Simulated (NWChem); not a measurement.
Polarisability of H3O (+1)

```xyz
4

O      0.0000     0.0774     0.0000
H     -0.4720    -0.2067     0.8177
H     -0.4720    -0.2067    -0.8177
H      0.9443    -0.2062     0.0000
```
Charge +1, spin multiplicity 1.

The numbers come from NWChem runs, not from measurements. The geometry was optimised at B3LYP/def2-SVP, a minimum by its harmonic frequencies.

Basis set: aug-cc-pVDZ. Static limit.

The correlated methods keep 1 core orbital frozen. B3LYP has NWChem's definition, with VWN1-RPA local correlation. The structure started from a generated list of species. Coupled-cluster values serve here as a point of comparison, not as the truth.

Problem. For the isotropic polarisability, HF gives 6.24 bohr³ and PBE gives 6.77 bohr³. What do B3LYP, BHandHLYP, CCSD linear response give?

Solution. B3LYP: 6.64 bohr³; BHandHLYP: 6.44 bohr³; CCSD linear response: 6.66 bohr³.
